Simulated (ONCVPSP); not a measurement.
# Which change was made? (Li, ONCV)

* Element: lithium
* Generator: ONCVPSP 4.0.1
* Type: optimised norm-conserving Vanderbilt (ONCV)
* Functional: revPBE
* Relativity: scalar-relativistic
* Frozen core: none
* Valence charge: 3
* Reference configuration: 1s2 2s0.5 (charge +0.5)
* Partial waves: 1s+2s: rc 1.25 bohr, ncon 4, nbas 8, qcut 12.7 1/bohr, 2 projectors; p scattering state at 0.11 Ha: rc 1.30 bohr, ncon 4, nbas 8, qcut 7.7 1/bohr, 2 projectors, debl 0.6 Ha
* Local potential: polynomial inside 0.90 bohr (lpopt 4, dvloc0 0 Ha)
* Core correction: none

Cutoffs, loose and tight: the cutoffs (Ha) at which the residual kinetic energy of the hardest occupied pseudo-wave falls to 1 and 0.1 mHa per electron. They do not see the model core or the augmentation charge, which bear on the density cutoff. Test errors are all-electron minus pseudo excitation energies from the reference, over the configurations 1s2 2s1; 1s2 2s0; 1s2 2s0 2p1; 1s1 2s1; variants that change the core or the reference have their own tests. The largest error is taken over the tests solved by every variant that gives reliable tests at all, those not shown here included: 1s2 2s0; 1s2 2s0 2p1; 1s2 2s1.

The base gives: outcome: generated; cutoff, loose: 42 Ha; cutoff, tight: 51 Ha; bound ghosts: none; GHOST(+) flags above zero: none; largest test error (meV): +0.1.

Q: After one change the result is: outcome: generated; cutoff, loose: 73 Ha; cutoff, tight: 86 Ha; bound ghosts: none; GHOST(+) flags above zero: s; largest test error (meV): +0.8. Which change was it?
A. s: rc 0.9
B. s: qcut 18.5
C. all radii scaled by about 1.17 (s 1.46, p 1.52 bohr); local potential polynomial inside 1.04 bohr (lpopt 4, dvloc0 0 Ha)

A: B. The others give: all radii scaled by about 1.17 (s 1.46, p 1.52 bohr); local potential polynomial inside 1.04 bohr (lpopt 4, dvloc0 0 Ha) → outcome: generated; cutoff, loose: 37 Ha; cutoff, tight: 51 Ha; bound ghosts: none; GHOST(+) flags above zero: none; largest test error (meV): +0.1 | s: rc 0.9 → outcome: generated; cutoff, loose: 58 Ha; cutoff, tight: 69 Ha; bound ghosts: none; GHOST(+) flags above zero: none; largest test error (meV): +0.1.
